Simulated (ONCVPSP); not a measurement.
# palladium, ONCV: configuration errors across variants

ONCVPSP 4.0.1 input, shortened (lines: element, Z, core and valence counts, functional; n l f; lmax; l rc ep ncon nbas qcut; lloc lpopt rc5 dvloc0; l nproj debl; icmod fcfact rcfact), PBEsol, scalar-relativistic:

```
  Pd 46.00    6    3  -116133      upf
    1    0    2.00
    2    0    2.00
    2    1    6.00
    3    0    2.00
    3    1    6.00
    3    2   10.00
    4    0    2.00
    4    1    6.00
    4    2   10.00
    2
    0    1.40    0.00    3    6   11.40
    1    1.45    0.00    5    9   11.80
    2    1.20    0.00    3    6    7.20
    4    5    0.80    3.00
    0    2    1.80
    1    2    3.40
    2    2    2.80
    1    0.60    0.00
```

In the s channel the program set the typed energies aside and used -3.133, 0.250 Ha.

All-electron excitation energies from the reference (eV): (1) 4s2 4p6 4d9 9.121; (2) 4s2 4p6 4d8 29.939; (3) 4s2 4p6 4d8 5s1 13.664.

Errors AE − PS in meV (a dash: test not solved or not reliable):

| change | (1) | (2) | (3) | bound ghosts | GHOST(+) flags above zero |
| --- | --- | --- | --- | --- | --- |
| base | -2.1 | -6.9 | -4.2 | none | s |
| local potential polynomial inside 0.80 bohr (lpopt 5, dvloc0 3.5 Ha) | -2.1 | -6.9 | -4.2 | none | s |
| p: ncon 3, nbas 7 | -2.1 | -7.0 | -4.3 | none | s |
| core correction polynomial model core, fcfact 0.76 | -2.1 | -6.9 | -4.2 | none | s |
| p: rc 1.6 | -2.1 | -7.0 | -4.3 | none | s |

Task: Give the same row for: local potential polynomial inside 1.05 bohr (lpopt 1, dvloc0 -1 Ha).

Result: -1.9, -6.6, -3.9; bound ghosts: none; GHOST(+) flags above zero: s.
